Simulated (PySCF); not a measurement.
Energy of Ge²⁺ (germanium, charge +2) between two integer charges

The 4s beta orbital of [Ar] 3d10 4s2 is emptied in steps (occupation f), with all orbitals relaxed, ending at [Ar] 3d10 4s1. All numbers are calculated (PySCF 2.14, the non-relativistic Hamiltonian (point nucleus), in def2-TZVP (6s5p4d1f, 48 functions)). The exact energy is a straight line in f; departures are measured from the line between the end points of the same method.

| f | UHF (eV) | LDA (eV) | PBE (eV) | PBE0 (eV) | r2SCAN (eV) | LC-wPBE (eV) | BHandHLYP (eV) | CAM-B3LYP (eV) | HSE06 (eV) |
| --- | --- | --- | --- | --- | --- | --- | --- | --- | --- |
| 1 | 0.000 | 0.000 | 0.000 | 0.000 | 0.000 | 0.000 | 0.000 | 0.000 | 0.000 |
| 0.9 | 0.022 | -0.460 | -0.458 | -0.334 | -0.396 | -0.067 | -0.232 | -0.222 | -0.364 |
| 0.7 | 0.049 | -1.072 | -1.073 | -0.782 | -0.913 | -0.156 | -0.546 | -0.522 | -0.848 |
| 0.5 | 0.057 | -1.273 | -1.281 | -0.932 | -1.075 | -0.191 | -0.658 | -0.627 | -1.011 |
| 0.3 | 0.047 | -1.066 | -1.079 | -0.783 | -0.895 | -0.172 | -0.562 | -0.534 | -0.856 |
| 0.1 | 0.019 | -0.454 | -0.462 | -0.334 | -0.380 | -0.079 | -0.247 | -0.234 | -0.367 |
| 0 | 0.000 | 0.000 | 0.000 | 0.000 | 0.000 | 0.000 | 0.000 | 0.000 | 0.000 |

```json
{"method": "UHF", "E(f=0) − E(f=1) (eV)": "31.705", "−ε at f=1 (eV)": "31.948", "−ε at f=0.5 (eV)": "31.697"}
{"method": "LDA", "E(f=0) − E(f=1) (eV)": "34.256", "−ε at f=1 (eV)": "29.144", "−ε at f=0.5 (eV)": "34.275"}
{"method": "PBE", "E(f=0) − E(f=1) (eV)": "33.860", "−ε at f=1 (eV)": "28.774", "−ε at f=0.5 (eV)": "33.840"}
{"method": "PBE0", "E(f=0) − E(f=1) (eV)": "33.507", "−ε at f=1 (eV)": "29.793", "−ε at f=0.5 (eV)": "33.500"}
{"method": "r2SCAN", "E(f=0) − E(f=1) (eV)": "33.484", "−ε at f=1 (eV)": "29.057", "−ε at f=0.5 (eV)": "33.533"}
{"method": "LC-wPBE", "E(f=0) − E(f=1) (eV)": "33.504", "−ε at f=1 (eV)": "32.749", "−ε at f=0.5 (eV)": "33.454"}
{"method": "BHandHLYP", "E(f=0) − E(f=1) (eV)": "33.436", "−ε at f=1 (eV)": "30.864", "−ε at f=0.5 (eV)": "33.392"}
{"method": "CAM-B3LYP", "E(f=0) − E(f=1) (eV)": "33.918", "−ε at f=1 (eV)": "31.453", "−ε at f=0.5 (eV)": "33.884"}
{"method": "HSE06", "E(f=0) − E(f=1) (eV)": "33.574", "−ε at f=1 (eV)": "29.513", "−ε at f=0.5 (eV)": "33.548"}
```

Orbital energy along the path (eV):

| f | UHF | LDA | PBE | PBE0 | r2SCAN | LC-wPBE | BHandHLYP | CAM-B3LYP | HSE06 |
| --- | --- | --- | --- | --- | --- | --- | --- | --- | --- |
| 1 | -31.948 | -29.144 | -28.774 | -29.793 | -29.057 | -32.749 | -30.864 | -31.453 | -29.513 |
| 0.9 | -31.894 | -30.169 | -29.779 | -30.531 | -29.989 | -32.909 | -31.363 | -31.935 | -30.339 |
| 0.7 | -31.792 | -32.223 | -31.801 | -32.012 | -31.800 | -33.198 | -32.370 | -32.903 | -31.963 |
| 0.5 | -31.697 | -34.275 | -33.840 | -33.500 | -33.533 | -33.454 | -33.392 | -33.884 | -33.548 |
| 0.3 | -31.610 | -36.309 | -35.904 | -34.999 | -35.217 | -33.760 | -34.450 | -34.891 | -35.169 |
| 0.1 | -31.529 | -38.308 | -37.985 | -36.502 | -36.894 | -34.191 | -35.592 | -35.965 | -36.862 |
| 0 | -31.491 | -39.288 | -38.931 | -37.156 | -37.655 | -34.397 | -36.222 | -36.561 | -37.588 |

Reference removal energy between the ground levels: 34.058 eV (measured; NIST Atomic Spectra Database, ionization energies). UHF lacks correlation.
